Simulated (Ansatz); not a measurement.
`[OH][SnH]1[NH][SiH2]1`, relaxed with RKS PBE-D4/def2-SVP in Ansatz from a rough embedded geometry. The force threshold is 0.03 eV/Å; the program also tests the step.

Charge 0, multiplicity 1. Sn: def2 effective core potential.

Start:

```xyz
9

O     0.007    0.927   -2.291
Sn   -0.875    0.436   -0.640
N     0.173   -1.151    0.151
Si    0.680    0.045    1.296
H     0.919    1.175   -2.078
H    -2.576   -0.036   -0.716
H    -0.539   -1.774    0.707
H     2.083    0.449    1.005
H     0.128   -0.070    2.565
```

(1) By how much does the energy fall, and how many steps does the optimiser take? (Estimate.)

(2) Which bonds change most? (Best estimate.)

(3) Give the relaxed structure. (Estimate.)

Answers

(1) Ansatz gave: 1.00 eV, in 10 steps, 1 of them rejected.

(2) Ansatz gave: Si4–H9 from 1.389 to 1.512 Å; O1–Sn2 from 1.934 to 2.022 Å; Sn2–N3 from 2.059 to 2.145 Å; N3–H7 from 1.098 to 1.024 Å.

(3) Ansatz gave: 
```xyz
9

O    -0.213    0.844   -2.445
Sn   -0.853    0.600   -0.543
N    -0.009   -1.168    0.331
Si    0.620    0.009    1.420
H     0.752    1.001   -2.455
H    -2.545    0.413   -0.847
H     0.010   -2.190    0.291
H     2.081    0.400    1.393
H     0.155    0.091    2.856
```
